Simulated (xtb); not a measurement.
Cl5OSi2, doublet, geometry from GFN2-xTB, atoms displaced at random by about 0.05 Å a coordinate. Base run: GFN2-xTB run with xtb.

Input for xtb:
```
$ xtb mol.xyz --gfn 2 --uhf 1 --opt --json

# file mol.xyz
8

Cl     2.38929716    -1.73074351    -0.65882683
Si     1.93693569     0.08523036     0.20949456
Cl     2.21203505     1.62560701    -1.10663028
O      0.39408419     0.17694019     0.59793469
Si    -1.24983943    -0.02273265     0.44996876
Cl    -1.93239418     1.12018195     1.76621682
Cl    -1.71791979    -1.90629597     0.59742794
Cl    -1.70639793     0.64977960    -1.45613007
```

The base run was repeated with changes; each row names its change, and settings that it needs were set with it.

```json
[
 {"change": "base", "ΔE vs base (mEh)": "0.000", "optimiser steps": "7", "outcome": "converged"},
 {"change": "opt level = sloppy", "ΔE vs base (mEh)": "0.023", "optimiser steps": "5", "outcome": "converged"},
 {"change": "opt level = extreme", "ΔE vs base (mEh)": "-", "optimiser steps": "-", "outcome": "not converged"},
 {"change": "engine = inertial", "ΔE vs base (mEh)": "0.012", "optimiser steps": "-", "outcome": "converged"},
 {"change": "alpb = chcl3", "ΔE vs base (mEh)": "-12.426", "optimiser steps": "19", "outcome": "converged"},
 {"change": "opt level = tight", "ΔE vs base (mEh)": "-0.003", "optimiser steps": "9", "outcome": "converged"},
 {"change": "opt level = vtight", "ΔE vs base (mEh)": "-0.009", "optimiser steps": "22", "outcome": "converged"},
 {"change": "engine = lbfgs", "ΔE vs base (mEh)": "0.000", "optimiser steps": "-", "outcome": "converged"},
 {"change": "alpb = dmso", "ΔE vs base (mEh)": "-10.055", "optimiser steps": "20", "outcome": "converged"},
 {"change": "opt level = lax", "ΔE vs base (mEh)": "0.004", "optimiser steps": "6", "outcome": "converged"}
]
```
